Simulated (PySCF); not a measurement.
C2H10OSi3, SMILES O=CC[SiH2][SiH2][SiH3].

The structure is a stationary point at PBE-D3(BJ)/def2-SVP. The structure was generated by enumeration, and PubChem lists no compound with its InChIKey, so it may never have been made. The values are those of a single conformer.

All values below come from PBE-D3(BJ)/def2-SVP (PySCF).

Frequencies are harmonic and unscaled.

**Question.** Give all harmonic wavenumbers and intensities. (Estimate from the structure and the level; the computed values follow.)

**Answer.** 
```json
[
 {"mode": "1", "ν (cm⁻¹)": "32", "IR (km/mol)": "0.2", "moving atoms (share of kinetic energy)": "Si 48 %, H 31 %, C 12 %, O 8 %"},
 {"mode": "2", "ν (cm⁻¹)": "37", "IR (km/mol)": "3.7", "moving atoms (share of kinetic energy)": "O 36 %, H 24 %, C 23 %, Si 18 %"},
 {"mode": "3", "ν (cm⁻¹)": "71", "IR (km/mol)": "2.7", "moving atoms (share of kinetic energy)": "Si 30 %, H 28 %, C 22 %, O 21 %"},
 {"mode": "4", "ν (cm⁻¹)": "88", "IR (km/mol)": "1.1", "moving atoms (share of kinetic energy)": "H 61 %, O 20 %, C 12 %"},
 {"mode": "5", "ν (cm⁻¹)": "93", "IR (km/mol)": "0.5", "moving atoms (share of kinetic energy)": "Si 47 %, H 37 %, O 9 %"},
 {"mode": "6", "ν (cm⁻¹)": "133", "IR (km/mol)": "1.2", "moving atoms (share of kinetic energy)": "Si 53 %, H 29 %, C 12 %"},
 {"mode": "7", "ν (cm⁻¹)": "226", "IR (km/mol)": "2.9", "moving atoms (share of kinetic energy)": "C 43 %, H 36 %, Si 16 %"},
 {"mode": "8", "ν (cm⁻¹)": "317", "IR (km/mol)": "9.8", "moving atoms (share of kinetic energy)": "H 88 %, Si 10 %"},
 {"mode": "9", "ν (cm⁻¹)": "384", "IR (km/mol)": "1.1", "moving atoms (share of kinetic energy)": "Si 81 %, H 17 %"},
 {"mode": "10", "ν (cm⁻¹)": "397", "IR (km/mol)": "6.5", "moving atoms (share of kinetic energy)": "H 87 %, Si 12 %"},
 {"mode": "11", "ν (cm⁻¹)": "447", "IR (km/mol)": "2.7", "moving atoms (share of kinetic energy)": "Si 65 %, H 31 %"},
 {"mode": "12", "ν (cm⁻¹)": "468", "IR (km/mol)": "6.1", "moving atoms (share of kinetic energy)": "H 54 %, Si 17 %, O 16 %, C 13 %"},
 {"mode": "13", "ν (cm⁻¹)": "488", "IR (km/mol)": "7.1", "moving atoms (share of kinetic energy)": "H 75 %, Si 17 %"},
 {"mode": "14", "ν (cm⁻¹)": "502", "IR (km/mol)": "19.4", "moving atoms (share of kinetic energy)": "H 64 %, Si 19 %, C 9 %"},
 {"mode": "15", "ν (cm⁻¹)": "596", "IR (km/mol)": "20.0", "moving atoms (share of kinetic energy)": "H 80 %, Si 12 %"},
 {"mode": "16", "ν (cm⁻¹)": "640", "IR (km/mol)": "10.9", "moving atoms (share of kinetic energy)": "C 37 %, H 37 %, Si 25 %"},
 {"mode": "17", "ν (cm⁻¹)": "659", "IR (km/mol)": "29.3", "moving atoms (share of kinetic energy)": "H 80 %, Si 12 %, C 8 %"},
 {"mode": "18", "ν (cm⁻¹)": "677", "IR (km/mol)": "207.0", "moving atoms (share of kinetic energy)": "H 86 %, Si 11 %"},
 {"mode": "19", "ν (cm⁻¹)": "746", "IR (km/mol)": "89.2", "moving atoms (share of kinetic energy)": "H 87 %, Si 11 %"},
 {"mode": "20", "ν (cm⁻¹)": "832", "IR (km/mol)": "1.8", "moving atoms (share of kinetic energy)": "H 60 %, C 32 %"},
 {"mode": "21", "ν (cm⁻¹)": "833", "IR (km/mol)": "195.8", "moving atoms (share of kinetic energy)": "H 89 %, Si 9 %"},
 {"mode": "22", "ν (cm⁻¹)": "870", "IR (km/mol)": "47.0", "moving atoms (share of kinetic energy)": "H 96 %"},
 {"mode": "23", "ν (cm⁻¹)": "894", "IR (km/mol)": "43.2", "moving atoms (share of kinetic energy)": "H 96 %"},
 {"mode": "24", "ν (cm⁻¹)": "902", "IR (km/mol)": "38.2", "moving atoms (share of kinetic energy)": "H 98 %"},
 {"mode": "25", "ν (cm⁻¹)": "905", "IR (km/mol)": "50.6", "moving atoms (share of kinetic energy)": "H 97 %"},
 {"mode": "26", "ν (cm⁻¹)": "920", "IR (km/mol)": "8.8", "moving atoms (share of kinetic energy)": "H 72 %, C 25 %"},
 {"mode": "27", "ν (cm⁻¹)": "1002", "IR (km/mol)": "110.6", "moving atoms (share of kinetic energy)": "C 55 %, H 42 %"},
 {"mode": "28", "ν (cm⁻¹)": "1100", "IR (km/mol)": "66.8", "moving atoms (share of kinetic energy)": "H 62 %, C 37 %"},
 {"mode": "29", "ν (cm⁻¹)": "1121", "IR (km/mol)": "52.0", "moving atoms (share of kinetic energy)": "H 67 %, C 31 %"},
 {"mode": "30", "ν (cm⁻¹)": "1351", "IR (km/mol)": "5.1", "moving atoms (share of kinetic energy)": "H 90 %, C 9 %"},
 {"mode": "31", "ν (cm⁻¹)": "1372", "IR (km/mol)": "12.7", "moving atoms (share of kinetic energy)": "H 81 %, C 12 %"},
 {"mode": "32", "ν (cm⁻¹)": "1783", "IR (km/mol)": "236.7", "moving atoms (share of kinetic energy)": "C 60 %, O 37 %"},
 {"mode": "33", "ν (cm⁻¹)": "2135", "IR (km/mol)": "47.5", "moving atoms (share of kinetic energy)": "H 98 %"},
 {"mode": "34", "ν (cm⁻¹)": "2148", "IR (km/mol)": "53.3", "moving atoms (share of kinetic energy)": "H 97 %"},
 {"mode": "35", "ν (cm⁻¹)": "2150", "IR (km/mol)": "43.1", "moving atoms (share of kinetic energy)": "H 98 %"},
 {"mode": "36", "ν (cm⁻¹)": "2151", "IR (km/mol)": "58.1", "moving atoms (share of kinetic energy)": "H 97 %"},
 {"mode": "37", "ν (cm⁻¹)": "2165", "IR (km/mol)": "55.1", "moving atoms (share of kinetic energy)": "H 96 %"},
 {"mode": "38", "ν (cm⁻¹)": "2168", "IR (km/mol)": "69.6", "moving atoms (share of kinetic energy)": "H 96 %"},
 {"mode": "39", "ν (cm⁻¹)": "2171", "IR (km/mol)": "136.6", "moving atoms (share of kinetic energy)": "H 96 %"},
 {"mode": "40", "ν (cm⁻¹)": "2765", "IR (km/mol)": "147.8", "moving atoms (share of kinetic energy)": "H 92 %"},
 {"mode": "41", "ν (cm⁻¹)": "2985", "IR (km/mol)": "0.4", "moving atoms (share of kinetic energy)": "H 95 %"},
 {"mode": "42", "ν (cm⁻¹)": "3068", "IR (km/mol)": "0.4", "moving atoms (share of kinetic energy)": "H 90 %, C 10 %"}
]
```
